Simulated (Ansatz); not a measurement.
Cost and result for the atomization energy of C₆H₈Sn (`[SnH3][c]1ccccc1`) (15 atoms, 15 bonds).

```
atom   x (Å)   y (Å)   z (Å)
 Sn1  -2.413   1.056  -0.230
  C2  -0.466   0.212  -0.044
  C3   0.485   0.379  -1.049
  C4   1.748  -0.182  -0.932
  C5   2.079  -0.919   0.195
  C6   1.144  -1.091   1.205
  C7  -0.119  -0.528   1.085
  H8  -3.441   0.016  -1.115
  H9  -3.065   1.283   1.332
 H10  -2.306   2.549  -1.052
 H11   0.248   0.956  -1.937
 H12   2.477  -0.042  -1.723
 H13   3.067  -1.357   0.289
 H14   1.398  -1.663   2.090
 H15  -0.835  -0.670   1.888
```

The species carries charge 0 and has multiplicity 1. Correlated methods include outer-core shells of Sn, which these sets cover unevenly. Sn: def2 effective core potential. Geometry: relaxed with PBE0-D4/def2-TZVP. Program: Ansatz. All runs use 2 threads of an AMD EPYC 7R13 on a shared host and a share of an NVIDIA H100 80 GB. Times are those of one run each, without the atoms' runs, and a repeat can differ threefold. Electronic energies, without spin–orbit coupling; frozen cores. CCSD(T)/CBS adds CCSD(T) − MP2 in def2-TZVPP to the MP2 limit, and its time is that of the two runs behind it. T1 = 0.012; the RHF reference is unstable towards UHF. With those shells the extrapolation isn't a true limit. HSE06 is the plane-wave form, built on full-range PBE exchange.

CCSD(T)/CBS is a level of theory with its own doubt, some kJ/mol a heavy atom from the limit and from the frozen cores, so smaller differences don't rank the functionals.

```json
{"level": "ωB97X-V/def2-TZVPP", "functions": "348", "wall time": "14 s", "atomization (kcal/mol)": "1513.2", "difference from CCSD(T)/CBS": "3.5", "per bond": "0.2"}
{"level": "B2PLYP/def2-TZVPP", "functions": "348", "wall time": "16 s", "atomization (kcal/mol)": "1497.1", "difference from CCSD(T)/CBS": "-12.6", "per bond": "-0.8"}
{"level": "CAM-B3LYP-D4/def2-TZVPP", "functions": "348", "wall time": "16 s", "atomization (kcal/mol)": "1516.3", "difference from CCSD(T)/CBS": "6.6", "per bond": "0.4"}
{"level": "CCSD(T)/def2-SVP", "functions": "150", "wall time": "17 s", "atomization (kcal/mol)": "1449.3", "difference from CCSD(T)/CBS": "-60.4", "per bond": "-4.0"}
{"level": "BLYP-D4/def2-TZVPP", "functions": "348", "wall time": "18 s", "atomization (kcal/mol)": "1509.7", "difference from CCSD(T)/CBS": "0.0", "per bond": "0.0"}
{"level": "HSE06-D4/def2-TZVPP", "functions": "348", "wall time": "19 s", "atomization (kcal/mol)": "1530.7", "difference from CCSD(T)/CBS": "21.0", "per bond": "1.4"}
{"level": "ωB97M-V/def2-TZVPP (with forces)", "functions": "348", "wall time": "20 s", "atomization (kcal/mol)": "1513.0", "difference from CCSD(T)/CBS": "3.3", "per bond": "0.2"}
{"level": "MP2/def2-QZVPP", "functions": "664", "wall time": "21 s", "atomization (kcal/mol)": "1525.9", "difference from CCSD(T)/CBS": "16.2", "per bond": "1.1"}
{"level": "B97M-V/def2-TZVPP", "functions": "348", "wall time": "21 s", "atomization (kcal/mol)": "1524.4", "difference from CCSD(T)/CBS": "14.7", "per bond": "1.0"}
{"level": "r2SCAN-D4/def2-TZVPP (with forces)", "functions": "348", "wall time": "24 s", "atomization (kcal/mol)": "1519.4", "difference from CCSD(T)/CBS": "9.7", "per bond": "0.6"}
{"level": "CCSD(T)/def2-TZVPP", "functions": "348", "wall time": "25 s", "atomization (kcal/mol)": "1475.9", "difference from CCSD(T)/CBS": "-33.8", "per bond": "-2.3"}
{"level": "PBE0-D4/def2-TZVPP", "functions": "348", "wall time": "28 s", "atomization (kcal/mol)": "1529.9", "difference from CCSD(T)/CBS": "20.2", "per bond": "1.3"}
{"level": "CCSD(T)/CBS(def2)", "functions": "–", "wall time": "45 s", "atomization (kcal/mol)": "1509.7", "difference from CCSD(T)/CBS": "0.0", "per bond": "0.0"}
```

From PBE to PBE0 (25 % exact exchange), in def2-TZVPP and without D4, the atomization energy moves by −23.8 kcal/mol: exact exchange takes away binding that semilocal exchange gives to molecules. In def2-TZVPP, CCSD(T) changes the Hartree–Fock value by +361.2 kcal/mol (the triples alone add +28.0 kcal/mol) and MP2 by +391.3 kcal/mol; breaking electron pairs costs correlation energy, which Hartree–Fock lacks. At CCSD(T), def2-SVP lies −60.4 kcal/mol from the extrapolated value and def2-TZVPP −33.8 kcal/mol: correlation converges slowly with the basis, and small sets miss more of it in the bonded molecule than in its fragments.

Spin–orbit coupling would lower the free Sn atoms strongly, and the atomization energy with them, by more than many differences here. For some Ge, Se and Sn compounds the MP2-based and the directly extrapolated limit differ by 10 to 25 kJ/mol.
